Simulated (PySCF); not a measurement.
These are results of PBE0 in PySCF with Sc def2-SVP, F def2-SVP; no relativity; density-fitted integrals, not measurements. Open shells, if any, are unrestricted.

Task: What shape and geometry does isolated singlet ScF₃ take (every ligand bound to Sc)?

Result: Formally Sc is in oxidation state +3, d0. The polar-tensor charge on Sc, 2.28, is below the formal one. The lowest minimum found is a singlet of D3h symmetry with Sc–F 1.822 Å (×3); F–Sc–F 120.0° (×3). Its harmonic wavenumbers are 50 (a2''), 168 (e'), 665 (a1'), 775 (e') cm⁻¹ and its dipole moment is 0.00 D.

Stability towards spin polarisation was not tested. This need not be the most stable arrangement of these atoms.
